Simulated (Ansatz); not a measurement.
The same path of Ge2H4 (6 atoms, charge 0, multiplicity 1) was run twice with different band settings.

All numbers below come from UKS BLYP-D4/def2-SVPD in Ansatz.

Relaxed end points:

```xyz
6
Properties=species:S:1:pos:R:3
H -0.870 -0.582 -0.267
Ge 0.813 -1.153 -0.155
Ge -0.811 1.147 0.161
H -0.545 1.452 -1.407
H 0.876 0.578 0.255
H 0.537 -1.443 1.413
```

```xyz
6
Properties=species:S:1:pos:R:3
H -1.714 0.118 0.523
Ge 1.395 -0.534 -0.279
Ge -0.819 1.271 -0.152
H 0.007 0.093 -1.216
H 0.642 0.735 0.732
H 0.490 -1.682 0.392
```

Common settings: movable images 9; climbing image yes; spring 5.0 eV/Å²; optimiser quadratic models (default); force threshold 0.05 eV/Å; iteration limit 60; end points relaxed.

| run | start path |
| --- | --- |
| 1 | through a guess of the saddle point |
| 2 | straight line |

Q: What does each run give, and how far can it be trusted?

A: Run 1: converged after 9 iterations, highest image 0.467 eV above the first end. A vibrational analysis at the climbing image gives one clearly imaginary mode, 523i cm⁻¹: a first-order saddle point.
Run 2: converged after 6 iterations, highest image 0.467 eV above the first end. Another band between the same ends (9 images) ends at a top of the same energy, where a vibrational analysis finds 1 clearly imaginary mode.
